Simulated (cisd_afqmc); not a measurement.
Input (AFQMC/CISD/cc-pVTZ; cisd_afqmc is a phaseless AFQMC code with CISD trial states that reads the integrals written by Ansatz):

Ansatz 0.2 input:
```python
import cisd_afqmc

open("ham.yaml", "w").write("""\
crystal:
  periodic: [false, false, false]
  atoms:
    - {symbol: Ga, position_ang: [0.00000000, 0.00000000, 0.00000000]}
basis:
  gaussian:
    orbitals: cc-pVTZ
magnetization: {spin_polarized: true, initial_magnetization: 1}
correlation: {method: ccsd, electrons: outside_noble_gas, hamiltonian_folder: ham}
scf: {lower_state_search: full}
""")
rep = cisd_afqmc.ansatz("ham.yaml")
e_ccsd = rep["correlation"]["coupled_cluster"]["energy"]["hartree"]
out = cisd_afqmc.run("ham", e_ccsd, trial="CISD", walkers=200, populations=8, threads=8, dt=0.0025, steps=80, early=24, settle=10, least=32,
    cut=5e-5, rank_cut=2e-4, target=0.0004, seconds=1500, seed=2, memory=12960, gpu=False)
```

Output:

```
orbitals 29, occupied [2, 1], factors 133 of 286, rank of the doubles 53 of 82
E(HF) = -1923.261888
E(CCSD) on the cut factors = -1923.308415, shift to the whole factors -0.000006
Energy of the trial state on the determinant = -1923.308297
  tau behind 7.2 of longer steps, mean of the populations' last blocks
   2.0  -1923.30952
   4.0  -1923.30954
   6.0  -1923.30919
   8.0  -1923.30960
blocks 306 (11 outliers left out), error by blocks joined: 1: 0.00002, 2: 0.00003, 4: 0.00003, 8: 0.00003, 16: 0.00004
E(AFQMC/CISD) = -1923.30952 +/- 0.00004
```
